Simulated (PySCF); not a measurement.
**Question.** Give a GFN2-xTB geometry of `FC(F)(F)O/C=C/[C@H]1CO1`.

**Answer.** 
```
atom  x, y, z in Å
F1     3.789   -0.301   -1.137
C2     2.613    0.038   -0.623
F3     2.829    0.364    0.663
F4     2.240    1.182   -1.224
O5     1.764   -0.959   -0.793
C6     0.453   -0.825   -0.348
C7    -0.090    0.207    0.274
C8    -1.518    0.199    0.670
C9    -2.586    0.183   -0.343
O10   -2.276   -0.945    0.418
H11   -0.094   -1.726   -0.581
H12    0.450    1.106    0.529
H13   -1.729    0.697    1.614
H14   -2.313    0.134   -1.391
H15   -3.536    0.656   -0.124
```

Orientation and origin are arbitrary. Atoms count from 1 in this order. The 4 C–O bonds span 1.321 Å (C2–O5, drawn single) to 1.395 Å (C9–O10, drawn single), a spread of 0.074 Å. O10 (epoxide oxygen) is bent (angle 63.7°). Of the pairs four or more bonds apart, C2···H12 is among the closest relative to their van der Waals radii: 2.67 Å, 92 % of the sum of Bondi's values. The C–C distances run from 1.322 Å (C6=C7, drawn double) to 1.482 Å (C7–C8, drawn single), a spread of 0.160 Å.

Bonds between heavy atoms (Å): F1–C2 1.326, C2–F3 1.344, C2–F4 1.345, C2–O5 1.321, O5–C6 1.391, C6=C7 1.322, C7–C8 1.482, C8–C9 1.472, C9–O10 1.395, C8–O10 1.395.

Structure optimised with GFN2-xTB, isolated species.

Point group: C1 (no symmetry element, even within 0.4 Å). No frequency check. One conformer, not necessarily the lowest (C2–O5–C6–C7 -1°, C6–C7–C8–C9 -66°).

All values are computed, not measured.
